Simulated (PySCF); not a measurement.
## Working out the excitation energy of Al

Al [Ne] 3s2 3p1 (2P) → Al [Ne] 3s2 3d1 (2D). Computed with PySCF 2.14 in aug-cc-pwCVDZ, with the non-relativistic Hamiltonian (point nucleus). Frozen: nothing. Energies in hartree (1 hartree = 27.21139 eV):

| part | Al (lower) | Al (upper) |
| --- | --- | --- |
| UHF | -241.874277 | -241.692451 |
| CCSD correlation | -0.178808 | -0.193129 |
| (T) | -0.002579 | -0.010196 |

Question: What does Hartree-Fock give?

Answer: (-241.692451) − (-241.874277) = 0.181826 hartree = 4.948 eV.

Question: What do CCSD and CCSD(T) give?

Answer: The CCSD correlation energies differ by -0.014321 hartree = -0.390 eV and the triples by -0.007617 hartree = -0.207 eV, so CCSD gives 4.558 eV and CCSD(T) 4.351 eV.

Measured between the centres of the two terms (NIST): 4.012 eV, so CCSD(T) (all electrons) is off by 0.339 eV.

A double-zeta basis recovers only part of the correlation energy.

The coupled-cluster amplitudes are large, so a single reference is strained.

What remains against the reference includes basis incompleteness and higher excitations.
